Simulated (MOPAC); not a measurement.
MOPAC input (PM7):

```
PM7 1SCF UHF MS=0.5 GEO-OK AUX(PRECISION=9) THREADS=1
H4ClN2Si

N    -1.15219800 1   -1.14748000 1   -0.66820100 1
Si    0.04338000 1   -0.47373800 1    0.36402000 1
N     1.53867700 1   -1.08773700 1   -0.18910200 1
Cl   -0.24457200 1    1.60500400 1    0.19042000 1
H    -2.05339200 1   -0.70319400 1   -0.75287400 1
H    -1.21443200 1   -2.14983600 1   -0.76677300 1
H     2.37483300 1   -1.00053900 1    0.36519400 1
H     1.73804400 1   -1.15264300 1   -1.17785100 1
```

From the output:

```
                                                       MOPAC v23.2.5 Linux

          FINAL HEAT OF FORMATION =        -39.79836 KCAL/MOL =    -166.51632 KJ/MOL

          COSMO AREA              =        118.11 SQUARE ANGSTROMS
          COSMO VOLUME            =        106.76 CUBIC ANGSTROMS

          IONIZATION POTENTIAL    =          9.200767 EV
          ALPHA SOMO LUMO (EV)    =         -9.201 -0.156
          BETA  SOMO LUMO (EV)    =         -9.874 -1.281
          NO. OF ALPHA ELECTRONS  =         13
          NO. OF BETA  ELECTRONS  =         12
          MOLECULAR WEIGHT        =         95.5835         POINT GROUP:  C1

          MOLECULAR DIMENSIONS (Angstroms)

            Atom       Atom       Distance
            H     7    H     5     4.57686
            H     6   Cl     4     3.88510
           Si     2    H     8     1.77358

          SCF CALCULATIONS        =          1

   ATOM   CHEMICAL          X               Y               Z
  NUMBER   SYMBOL      (ANGSTROMS)     (ANGSTROMS)     (ANGSTROMS)

     1       N         -1.15219800  *  -1.14748000  *  -0.66820100  *
     2      Si          0.04338000  *  -0.47373800  *   0.36402000  *
     3       N          1.53867700  *  -1.08773700  *  -0.18910200  *
     4      Cl         -0.24457200  *   1.60500400  *   0.19042000  *
     5       H         -2.05339200  *  -0.70319400  *  -0.75287400  *
     6       H         -1.21443200  *  -2.14983600  *  -0.76677300  *
     7       H          2.37483300  *  -1.00053900  *   0.36519400  *
     8       H          1.73804400  *  -1.15264300  *  -1.17785100  *

                             CARTESIAN COORDINATES

   1    N       -1.152198000    -1.147480000    -0.668201000
   2   Si        0.043380000    -0.473738000     0.364020000
   3    N        1.538677000    -1.087737000    -0.189102000
   4   Cl       -0.244572000     1.605004000     0.190420000
   5    H       -2.053392000    -0.703194000    -0.752874000
   6    H       -1.214432000    -2.149836000    -0.766773000
   7    H        2.374833000    -1.000539000     0.365194000
   8    H        1.738044000    -1.152643000    -1.177851000

           Empirical Formula: H4 N2 Si Cl  =     8 atoms

      MOLECULAR POINT GROUP   :   C1

          ALPHA EIGENVALUES
 -36.71267 -35.61257 -25.01311 -17.67962 -17.04378 -15.97078 -14.77109 -13.49501
 -12.48252 -11.14801 -11.01620 -10.19871  -9.20077  -0.15598   0.69314   3.10596
   5.36702   6.52253   6.72426   6.92085  21.66300  21.77513  21.96788  22.62972
  23.27498  71.37640  71.39230  71.49497  71.57742  71.58226

           BETA EIGENVALUES
 -36.54669 -35.40634 -24.93847 -17.59314 -16.91790 -15.94904 -14.67618 -13.46134
 -11.54084 -11.07683 -10.48026  -9.87376  -1.28064   0.02731   0.87414   3.17897
   5.44068   6.62268   6.84766   6.94986  22.05496  22.11535  22.28626  22.83202
  23.51030  71.38498  71.39505  71.50298  71.58934  71.59665

              NET ATOMIC CHARGES AND DIPOLE CONTRIBUTIONS

  ATOM NO.   TYPE          CHARGE      No. of ELECS.   s-Pop       p-Pop       d-Pop
    1          N          -0.628200        5.6282     1.54291     4.08529
    2         Si           0.376396        3.6236     0.72143     2.64208     0.26010
    3          N          -0.663691        5.6637     1.52312     4.14057
    4         Cl          -0.240214        7.2402     1.98036     5.25674     0.00311
    5          H           0.288008        0.7120     0.71199
    6          H           0.284411        0.7156     0.71559
    7          H           0.284146        0.7159     0.71585
    8          H           0.299144        0.7009     0.70086
 DIPOLE           X         Y         Z       TOTAL
 POINT-CHG.     0.171    -2.710    -0.226     2.725
 HYBRID         0.038    -0.161     0.023     0.167
 SUM            0.209    -2.871    -0.203     2.886

          ATOMIC ORBITAL ELECTRON POPULATIONS

     Atom    s        px        py        pz      x^2-y^2     xz        z^2       yz        xy
    1  N   1.54291   1.29887   1.22339   1.56303
    2 Si   0.72143   0.74357   0.78081   1.11770   0.06377   0.05021   0.04183   0.03364   0.07065
    3  N   1.52312   1.22719   1.71405   1.19933
    4 Cl   1.98036   1.94549   1.36866   1.94259   0.00114   0.00009   0.00057   0.00043   0.00088
    5  H   0.71199
    6  H   0.71559
    7  H   0.71585
    8  H   0.70086

                    (SZ)    =    0.500000
                    (S**2)  =    0.755142

          ATOMIC ORBITAL SPIN POPULATIONS

    Atom   Total    s     px     py     pz   x^2-y^2  xz     z^2    yz     xy
         Atomic
    1  N  0.1729  0.015  0.046  0.023  0.089
    2 Si  0.7768  0.118 -0.004  0.017  0.646 -0.000 -0.001  0.003 -0.000 -0.001
    3  N  0.0288  0.003 -0.002  0.025  0.002
    4 Cl  0.0166  0.001 -0.001 -0.009  0.025  0.000  0.000  0.000  0.000  0.000
    5  H -0.0051 -0.005
    6  H -0.0023 -0.002
    7  H -0.0016 -0.002
    8  H  0.0139  0.014

 **********************
 *                    *
 * JOB ENDED NORMALLY *
 *                    *
 **********************

 == MOPAC DONE ==
```

The geometry given is a B3LYP-D3(BJ)/def2-TZVP minimum.
